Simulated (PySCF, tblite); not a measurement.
Isomers of C6H12NP, one GFN2-xTB conformer each. Single-point energies are computed at PBE0/pcSseg-1 (PySCF, gas phase, no added dispersion term), electronic only.

```
          SMILES  GFN2-xTB relative energy (kcal/mol)
CC=P1(N(C)C)C=C1                                 91.4
   CP(N)C1=CCCC1                                  1.1
   C#CP(C)CN(C)C                                 47.4
   C/C=P/N1CCCC1                                  0.0
```

Conformers: `[CH3:1][CH:2]=[P:3]1([N:4]([CH3:5])[CH3:6])[CH:7]=[CH:8]1` with C2–P3–N4–C5 150°; `[CH3:1][P:2]([NH2:3])[C:4]1=[CH:5][CH2:6][CH2:7][CH2:8]1` with C1–P2–N3–H 175° and -67°, C1–P2–C4–C5 -100°, C4–C5–C6–C7 13°, C5–C6–C7–C8 -20°, C6–C7–C8–C4 19°, P2–C4–C8–C7 165°; `[CH:1]#[C:2][P:3]([CH3:4])[CH2:5][N:6]([CH3:7])[CH3:8]` with C2–P3–C5–N6 89°, P3–C5–N6–C7 -65°; `[CH3:1]/[CH:2]=[P:3]/[N:4]1[CH2:5][CH2:6][CH2:7][CH2:8]1` with C2–P3–N4–C5 22°, P3–N4–C5–C6 154°, N4–C5–C6–C7 -21°, C5–C6–C7–C8 37°, C6–C7–C8–N4 -39°.

What does PBE0/pcSseg-1 give for the same structures?

```json
{"SMILES": "CP(N)C1=CCCC1", "PBE0/pcSseg-1 E (Eh)": "-631.42341", "PBE0/pcSseg-1 (kcal/mol)": "0.0", "GFN2-xTB (kcal/mol)": "1.1", "point group": "C1"}
{"SMILES": "C/C=P/N1CCCC1", "PBE0/pcSseg-1 E (Eh)": "-631.41092", "PBE0/pcSseg-1 (kcal/mol)": "7.8", "GFN2-xTB (kcal/mol)": "0.0", "point group": "C1"}
{"SMILES": "C#CP(C)CN(C)C", "PBE0/pcSseg-1 E (Eh)": "-631.34169", "PBE0/pcSseg-1 (kcal/mol)": "51.3", "GFN2-xTB (kcal/mol)": "47.4", "point group": "C1"}
{"SMILES": "CC=P1(N(C)C)C=C1", "PBE0/pcSseg-1 E (Eh)": "-631.28073", "PBE0/pcSseg-1 (kcal/mol)": "89.5", "GFN2-xTB (kcal/mol)": "91.4", "point group": "C1"}
```

GFN2-xTB puts C/C=P/N1CCCC1 lowest instead; measured from each level's own lowest isomer, the values differ by up to 7.8 kcal/mol (C/C=P/N1CCCC1: 0.0 against 7.8). As drawn, the lowest has an N–H bond, which the highest lacks; the highest has a three-membered ring, which the lowest lacks.

Which frontier levels, dipoles and rotational constants go with these structures?

```
          SMILES  HOMO (eV, PBE0/pcSseg-1)  LUMO (eV)  dipole (D)       A, B, C (MHz)
   CP(N)C1=CCCC1                     -5.80       0.27        0.55   3374, 1097, 956.2
   C/C=P/N1CCCC1                     -5.57      -0.52        2.04  4572, 929.0, 812.1
   C#CP(C)CN(C)C                     -5.86       0.10        0.67   2359, 1277, 949.3
CC=P1(N(C)C)C=C1                     -5.06      -0.45        2.36    2464, 1473, 1025
```

What happens when harmonic zero-point energies from GFN2-xTB frequencies are added?

| SMILES | ZPE (kcal/mol) | electronic (kcal/mol) | with ZPE (kcal/mol) |
| --- | --- | --- | --- |
| CP(N)C1=CCCC1 | 105.6 | 0.0 | 0.0 |
| C/C=P/N1CCCC1 | 107.0 | 7.8 | 9.2 |
| C#CP(C)CN(C)C | 103.1 | 51.3 | 48.8 |
| CC=P1(N(C)C)C=C1 | 102.0 | 89.5 | 86.0 |

The zero-point energies span 5.0 kcal/mol. The order is unchanged.
